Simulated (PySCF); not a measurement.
# `F[C@@H]1C[Si@@H](F)[Se][C@@H]1F`, C3H5F3SeSi

Cartesian coordinates in Å; atom numbers follow the order of the lines, from 1:
```xyz
13

F    -1.3308   -1.8935    0.4739
C    -0.7227   -0.8275   -0.1512
C     0.7512   -0.7542    0.2144
Si    1.3920    0.9488   -0.3408
F     2.2148    0.7728   -1.7124
Se   -0.6106    1.9490   -0.7595
C    -1.4406    0.4598    0.2478
F    -1.2845    0.7008    1.5802
H    -0.8685   -0.9852   -1.2286
H     0.8376   -0.8673    1.2952
H     1.2952   -1.5749   -0.2495
H     2.2778    1.6494    0.5672
H    -2.5154    0.4225    0.0457
```

Computed with TDDFT PBE0/def2-SVPD circular dichroism and optical rotation, one conformer, gas phase in PySCF 2.14.0. Geometry: GFN2-xTB.

The calculation is non-relativistic, which matters for the atoms heavier than Zn. States above about 7.5 eV lie in this functional's continuum (it starts at minus the energy of the highest occupied orbital, well below the true ionisation energy for most functionals) and depend on the basis.

Stereocentres: C2 R, Si4 S, C7 S.

Task: What is the specific rotation at 633, 589.3, 546, 436, 405, 365, 355 nm?

Result: [α] in deg dm⁻¹ (g/mL)⁻¹:
| λ (nm) | origin-invariant length gauge | modified velocity gauge | length gauge (centre of mass) | isotropic polarisability (au) |
| --- | --- | --- | --- | --- |
| 633 | +110.6 | +108.7 | +110.5 | 87.2 |
| 589.3 | +131.0 | +128.6 | +130.9 | 87.6 |
| 546 | +157.8 | +154.8 | +157.7 | 88.0 |
| 436 | +287.3 | +280.3 | +287.0 | 89.9 |
| 405 | +358.6 | +349.0 | +358.1 | 90.7 |
| 365 | +507.9 | +492.6 | +507.2 | 92.2 |
| 355 | +563.0 | +545.4 | +562.2 | 92.7 |

Task: And for the mirror image at 589.3 nm?

Result: -131.0 deg dm⁻¹ (g/mL)⁻¹ (origin-invariant length gauge): the same size and the opposite sign.

Task: What is the molar rotation [Φ] = [α]·M/100 of the geometry above at 589.3 nm?

Result: With M = 205.12 g/mol, +268.7 deg cm² dmol⁻¹ (origin-invariant length gauge).

The first excitation lies at 5.07 eV (245 nm) with R = +17.1 × 10⁻⁴⁰ esu² cm² (velocity form).
